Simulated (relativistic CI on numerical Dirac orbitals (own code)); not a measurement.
# The 44-electron sequence from Gd XXI to Bi XL

Computed by Dirac-Coulomb-Breit CI, orbitals from a KLI potential per configuration, model QED, unscaled Slater integrals (own radial code, finite nucleus).

CI space (outside the closed core [Ar] 3d10): 4s2.4p6.4d8, 4s2.4p6.4d7.5s, 4s2.4p5.4d9, 4s2.4p6.4d7.4f, 4s2.4p4.4d10, 4s.4p6.4d9, 4s2.4p6.4d7.5p. Levels of other configurations are missing.

Energies above each ion's lowest level, in eV. Levels are followed by their leading LS label, which can pass from one level to another where the coupling changes.

```
       Ion  4s2.4p6.4d8 3F_4  4s2.4p6.4d8 1D_2  4s2.4p6.4d8 3F_3  4s2.4p6.4d8 3P_0  4s2.4p6.4d8 3P_2  4s2.4p6.4d8 3P_1  4s2.4p6.4d8 1G_4
    Gd XXI                 0            2.5224            6.3002            7.2342            8.8078            10.251            11.331
   Tb XXII                 0            2.5927            6.9763            7.5273            9.5769            11.047            12.131
  Dy XXIII                 0             2.662            7.7033            7.8187            10.396            11.895             12.98
   Ho XXIV                 0            2.7304            8.4836            8.1082            11.269            12.795            13.882
    Er XXV                 0             2.798            9.3198            8.3961            12.197            13.752            14.838
   Tm XXVI                 0            2.8651            10.214            8.6823            13.182            14.766            15.853
  Yb XXVII                 0            2.9317             11.17            8.9668            14.228            15.842            16.927
 Lu XXVIII                 0             2.998            12.188            9.2499            15.338            16.982            18.065
   Hf XXIX                 0            3.0641            13.274            9.5315            16.513            18.188            19.269
    Ta XXX                 0              3.13            14.428            9.8119            17.757            19.463            20.541
    W XXXI                 0            3.1959            15.654            10.091            19.073             20.81            21.884
  Re XXXII                 0            3.2617            16.955            10.369            20.463            22.233            23.302
 Os XXXIII                 0            3.3277            18.333            10.646            21.931            23.733            24.797
  Ir XXXIV                 0            3.3937            19.792            10.922            23.479            25.314            26.373
   Pt XXXV                 0            3.4599            21.335            11.198            25.111            26.979            28.032
  Au XXXVI                 0            3.5263            22.965            11.473            26.829            28.731            29.778
 Hg XXXVII                 0            3.5929            24.684            11.747            28.637            30.574            31.614
Tl XXXVIII                 0            3.6597            26.497            12.021            30.539             32.51            33.543
  Pb XXXIX                 ?                 ?                 ?                 ?                 ?                 ?                 ?
     Bi XL                 0            3.7943            30.417            12.567            34.636            36.678            37.695
```

Problem. Fill in the row of Pb XXXIX.

Solution. 4s2.4p6.4d8 3F_4 0, 4s2.4p6.4d8 1D_2 3.7269, 4s2.4p6.4d8 3F_3 28.407, 4s2.4p6.4d8 3P_0 12.294, 4s2.4p6.4d8 3P_2 32.537, 4s2.4p6.4d8 3P_1 34.544, 4s2.4p6.4d8 1G_4 35.569 (eV).

The lowest level keeps the configuration 4s2.4p6.4d8 and J = 4 throughout.

Between Z = 80 and 83 the energy of 4s2.4p6.4d8 1D_2 follows a local power law Z^1.5. For orientation: electrostatic splittings inside a shell grow about linearly with the screened charge, excitations that change n as its square, and fine structure as its fourth power; written in Z itself the exponents are larger, since the screened charge grows faster in proportion.
